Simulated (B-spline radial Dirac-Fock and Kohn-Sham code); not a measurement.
Method: Dirac-Fock densities. Computed with a B-spline atomic structure program.

Q: This computed X-ray form factor belongs to an atom or ion in its tabulated ground configuration. Which?

```
sin θ/λ (Å⁻¹)      f₀
         0.05  13.984
          0.3  13.454
          0.6  12.051
            1   9.747
          1.4   7.820
          1.6   7.084
            3   3.862
          3.5   3.049
            6   1.325
```

A: Nb²⁷⁺, with 14 electrons in [Ne] 3s2 3p2. f₀ tends to the number of electrons as s goes to zero, which the first rows give only roughly, and the rate of fall reflects the nuclear charge, 41.

Q: This computed X-ray form factor belongs to an atom or ion in its tabulated ground configuration. Which?

```
sin θ/λ (Å⁻¹)     f₀
         0.18  6.947
         0.28  6.874
         0.67  6.321
         0.83  5.997
         1.04  5.518
         1.28  4.935
         2.45  2.573
         3.04  1.943
         7.21  0.836
```

A: Ga²⁴⁺, with 7 electrons in [He] 2s2 2p3. f₀ tends to the number of electrons as s goes to zero, which the first rows give only roughly, and the rate of fall reflects the nuclear charge, 31.
